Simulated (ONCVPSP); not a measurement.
**Ir (Z = 77), ONCV: configuration errors across variants**

Ir (Z = 77), optimised norm-conserving Vanderbilt (ONCV), made with ONCVPSP 4.0.1 (PW91, fully relativistic). Core [Xe] 4f14, reference 5d7 6s1.75 6p0.25. Waves: 6s: rc 2.00 bohr, ncon 4, nbas 7, qcut 2.9 1/bohr, 3 projectors, debl 0.5 Ha; 6p: rc 3.75 bohr, ncon 4, nbas 7, qcut 1.9 1/bohr, 2 projectors, debl 2.5 Ha; 5d: rc 2.15 bohr, ncon 4, nbas 9, qcut 6.7 1/bohr, 3 projectors, debl 0.9 Ha. Local part: polynomial inside 1.65 bohr (lpopt 1, dvloc0 0 Ha). Core correction: none.

Open shells are filled in proportion to 2j + 1.

All-electron excitation energies from the reference (eV): (1) 5d7 6s2 6p0 -1.276; (2) 5d7 6s1 6p0 8.686; (3) 5d7.5 6s1.5 6p0 -1.562.

3 further variants failed, have other tests or another functional or relativity, and are left out.

A true bound ghost makes a file unfit for plane-wave use even where its test errors are small: the radial tests pick states by their node count and pass the ghost by.

Errors AE − PS in meV (a dash: test not solved or not reliable):

| change | (1) | (2) | (3) | bound ghosts | GHOST(+) flags above zero |
| --- | --- | --- | --- | --- | --- |
| base | +0.4 | -0.6 | -6.0 | s | s, p3/2, p1/2 |
| d: qcut 5.2 | +0.5 | +1.0 | -3.0 | s, d3/2 | s, p3/2, d5/2, p1/2, d3/2 |
| p: nproj 1 | +0.4 | -0.6 | -6.0 | s | s, p3/2, p1/2 |
| local potential polynomial inside 1.65 bohr (lpopt 1, dvloc0 3 Ha) | +0.4 | -0.6 | -6.0 | s | p3/2, p1/2 |
| s: nbas 9 | +0.4 | -0.9 | -6.4 | s | s, p3/2, p1/2 |
| d: ncon 3, nbas 8 | +0.4 | -0.3 | -5.4 | s | s, p3/2, p1/2 |

Task: Give the same row for: core correction Teter function, fcfact 1.75, rcfact 1.5.

Result: +0.2, -6.1, -8.3; bound ghosts: s; GHOST(+) flags above zero: s, p3/2, p1/2.
